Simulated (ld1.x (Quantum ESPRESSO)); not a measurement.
# Be (Z = 4), TM semilocal: configuration errors across variants

| Quantity | Value |
| --- | --- |
| Element | beryllium |
| Generator | ld1.x (Quantum ESPRESSO) 7.5 |
| Type | norm-conserving Troullier–Martins (semilocal form) |
| Functional | LDA (PZ) |
| Relativity | scalar-relativistic |
| Frozen core | [He] |
| Valence charge | 2 |
| Reference configuration | 2s2 2p0 |
| Partial waves | 2s (bound): rc 1.75 bohr; 2p (bound, empty): rc 4.20 bohr |
| Local potential | the p channel |
| Core correction | none |

All-electron excitation energies from the reference (eV): (1) 2s1 2p0 9.520; (2) 2s1.5 2p0 3.752; (3) 2s1 2p1 3.519; (4) 2s0 2p1 13.334; (5) 2s0 2p2 7.071; (6) 2s1 2p0 spin 9.044; (7) 2s1.5 2p0 spin 3.671.

Spin tests fill each open shell by Hund’s rule, majority spin first.

A semilocal file is local in each channel, so a ghost entry of none says nothing of the separable form that plane-wave codes build from it.

Errors AE − PS in meV (a dash: test not solved or not reliable):

| change | (1) | (2) | (3) | (4) | (5) | (6) | (7) | bound ghosts |
| --- | --- | --- | --- | --- | --- | --- | --- | --- |
| base | +19 | +2.9 | -17 | -164 | -66 | +72 | +8.8 | none |
| wave 2s (bound): rc 1.75 bohr becomes 2s (bound): rc 1.18 bohr | +20 | +3.1 | -16 | -159 | -56 | +73 | +9.1 | none |
| wave 2s (bound): rc 1.75 bohr becomes 2s (bound): rc 1.38 bohr | +19 | +2.9 | -17 | -164 | -65 | +72 | +8.8 | none |
| wave 2s (bound): rc 1.75 bohr becomes 2s (bound): rc 1.80 bohr | +19 | +2.9 | -17 | -164 | -66 | +72 | +8.8 | none |
| wave 2s (bound): rc 1.75 bohr becomes 2s (bound): rc 1.94 bohr | +19 | +2.9 | -17 | -165 | -66 | +71 | +8.8 | none |
| wave 2s (bound): rc 1.75 bohr becomes 2s (bound): rc 2.24 bohr | +18 | +2.9 | -17 | -172 | -66 | +71 | +8.8 | none |
| wave 2s (bound): rc 1.75 bohr becomes 2s (bound): rc 2.38 bohr | +18 | +3.0 | -18 | -176 | -67 | +71 | +8.9 | none |
| wave 2s (bound): rc 1.75 bohr becomes 2s (bound): rc 2.64 bohr | +16 | +3.0 | -19 | -187 | -68 | +71 | +9.1 | none |

(1) Give the same row for: wave 2s (bound): rc 1.75 bohr becomes 2s (bound): rc 1.62 bohr.

## Answers

(1) +19, +2.9, -17, -163, -66, +72, +8.9; bound ghosts: none.
